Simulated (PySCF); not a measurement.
Worked example: chemical shift, span and skew from a shielding tensor

C₆H₁₀, SMILES C(CC=C)C=C. Atoms are numbered in the order given.

```xyz
16

C      2.6005    -0.5982     0.2407
C      1.2772    -0.6040     0.0591
C      0.5201     0.3975    -0.7688
C     -0.5471     1.1721     0.0206
C     -1.7746     0.4065     0.4388
C     -2.1263    -0.8286     0.0701
H      3.2395     0.1574    -0.2294
H      3.0972    -1.3484     0.8624
H      0.6779    -1.3755     0.5565
H      1.2329     1.1152    -1.2060
H      0.0345    -0.1122    -1.6212
H     -0.8809     2.0390    -0.5806
H     -0.0814     1.6139     0.9205
H     -2.4491     0.9580     1.1066
H     -3.0590    -1.2774     0.4218
H     -1.5103    -1.4419    -0.5933
```

Coordinates come from a B3LYP-D3(BJ)/def2-SVP optimisation. The values are those of a single conformer.

GIAO shieldings from PBE/pcSseg-1 (PySCF), non-relativistic, no solvent. The symmetric part of the tensor of C2 has the principal values -88.7, 33.6, 157.2 ppm. The same nucleus in TMS has σ = 182.0 ppm at this level (PySCF, at its B3LYP-D3(BJ)/def2-TZVP geometry).

Q: Work out the isotropic shielding, the ¹³C shift against TMS, the span and the skew.

A: 
σ(iso) = (σ11 + σ22 + σ33)/3 = 34.0 ppm. δ = σ(ref) − σ(iso) = 182.0 − (34.0) = 148.0 ppm.
Span Ω = σ33 − σ11 = 245.9 ppm. Skew κ = 3(σ(iso) − σ22)/Ω = 0.01. Tumbling in solution averages the tensor to δ; in a static solid the shielding alone would spread this spin-1/2 line over Ω.
